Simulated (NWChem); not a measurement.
System meant: CH₅AlS₂; SMILES [CH3][Al]([SH])[SH]

Input file for NWChem:

```
start job
memory heap 200 mb stack 900 mb global 1100 mb
geometry units angstroms noautoz
  Al     0.404362    -0.006497     0.003132
  C      2.357530    -0.017580     0.005107
  H      2.741843    -0.049636    -1.036474
  H      2.758782    -0.907446     0.531925
  H      2.774836     0.889861     0.486810
  S     -0.685911    -1.920511    -0.154951
  H     -1.927669    -1.360332    -0.146462
  S     -0.671751     1.917013     0.136513
  H     -1.917964     1.372100     0.059519
end
basis spherical
  * library def2-svp
end
dft
  odft
  mult 2
  xc b3lyp
  iterations 150
  mulliken
end
task dft energy
```

End of the output:

```
 Summary of "ao basis" -> "" (spherical)
 ------------------------------------------------------------------------------
       Tag                 Description            Shells   Functions and Types
 ---------------- ------------------------------  ------  ---------------------
 *                          def2-svp                  on all atoms

                                 NWChem DFT Module
                                 -----------------

 Summary of "ao basis" -> "ao basis" (spherical)
 ------------------------------------------------------------------------------
       Tag                 Description            Shells   Functions and Types
 ---------------- ------------------------------  ------  ---------------------
 Al                         def2-svp                 8       18   4s3p1d
 C                          def2-svp                 6       14   3s2p1d
 H                          def2-svp                 3        5   2s1p
 S                          def2-svp                 8       18   4s3p1d

 Summary of "ao basis" -> "ao basis" (spherical)
 ------------------------------------------------------------------------------
       Tag                 Description            Shells   Functions and Types
 ---------------- ------------------------------  ------  ---------------------
 Al                         def2-svp                 8       18   4s3p1d
 C                          def2-svp                 6       14   3s2p1d
 H                          def2-svp                 3        5   2s1p
 S                          def2-svp                 8       18   4s3p1d

  number of electrons :                   56
  multiplicity        :                    2
 ------------------------------------------------------------------------
  no. of electrons and multiplicity not compatible                  56
 ------------------------------------------------------------------------
 ------------------------------------------------------------------------
  current input line :
    24: task dft energy
 ------------------------------------------------------------------------
 ------------------------------------------------------------------------
 There is an error in the input file
 ------------------------------------------------------------------------
 For more information see the NWChem manual at https://nwchemgit.github.io

0: no. of electrons and multiplicity not compatible:Received an Error in Communication
```

Q: What is wrong, and how is it mended?

A: The input was rejected before any calculation. Cause: the multiplicity doesn't fit the number of electrons (an even count wants an odd multiplicity, and the reverse). This input runs:
```
start job
memory heap 200 mb stack 900 mb global 1100 mb
geometry units angstroms noautoz
  Al     0.404362    -0.006497     0.003132
  C      2.357530    -0.017580     0.005107
  H      2.741843    -0.049636    -1.036474
  H      2.758782    -0.907446     0.531925
  H      2.774836     0.889861     0.486810
  S     -0.685911    -1.920511    -0.154951
  H     -1.927669    -1.360332    -0.146462
  S     -0.671751     1.917013     0.136513
  H     -1.917964     1.372100     0.059519
end
basis spherical
  Al library def2-svp
  C library def2-svp
  H library def2-svp
  S library def2-svp
end
dft
  xc b3lyp
  iterations 150
  mulliken
end
task dft energy
```
It converges to -1079.72827 Ha (B3LYP/def2-SVP).
